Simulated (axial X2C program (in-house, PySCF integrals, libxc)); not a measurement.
## Correcting the dissociation energy of InTe for spin–orbit coupling

A spin-free CCSD(T) curve (one-electron X2C) was computed with an axial X2C code built on PySCF integrals, basis Te dyall-cv3z [11s12p8d4f1g], In dyall-cv3z [11s12p9d4f1g] (cores contracted in-house), for the state M_S = 1/2, Λ = 1 (beyond evenly filled blocks: π+α, π+β, π-α). It gives D0 = 2.439 eV to Te + In, which in a spin-free picture are the weighted means of the ground terms.

Correlated methods: 9 electrons correlated (number of frozen shells: Te 4 s, 3 p, 2 d; In 4 s, 3 p, 2 d), 309 virtual spin orbitals or spinors in MP2, 110 natural virtuals in coupled cluster.

Measured levels of the ground terms (NIST Handbook of Basic Atomic Spectroscopic Data), in cm⁻¹: Te 3P: J = 2 at 0, J = 0 at 4706.5, J = 1 at 4750.7; In 2P: J = 1/2 at 0, J = 3/2 at 2212.6.

The two components of the molecular doublet are 1952 cm⁻¹ apart in the PBE0 2c search (Ω = 3/2 lower), so the lower one lies 976 cm⁻¹ under their mean.

How far does each ground level lie under the (2J+1)-weighted mean of its term?

Te: (5 × 0 + 1 × 4706.5 + 3 × 4750.7)/9 = 2107 cm⁻¹; In: (2 × 0 + 4 × 2212.6)/6 = 1475 cm⁻¹.

Correct D0.

D0 = 2.439 + (976 − 3582)/8065.5 = 2.116 eV at CCSD(T) with these spin–orbit terms. The direct two-component run, taken to the lowest atomic determinants of a wider search where it found them, gives 2.202 eV; the difference holds second-order terms in the molecule, scalar two-electron terms, the gap between measured and computed atomic splittings (a 2c atom can miss part of its lowering) and, in coupled cluster, the truncation of each run.

Second-order spin–orbit effects in the molecule, which grow quickly with Z, are left out. One determinant describes the state; a PBE0 search over occupations chose it and may have missed a lower one. Dissociation energies refer to the lowest single-determinant-based atoms at the same level and basis. CCSD and (T) use frozen natural virtuals with an MP2 correction for the truncation; (T) itself is uncorrected, so its De runs slightly low. Other states lie close and PBE0, whose exact exchange favours high spin, may order them wrongly; the determinant shown need not be the ground state. The nearest other spin-free determinant of the search, M_S = 1/2, Λ = 0, lies 0.22 eV up at the distance of the search. With the outer-core shells frozen, correlated bond lengths of heavy atoms tend to come out a few hundredths of an ångström too long.
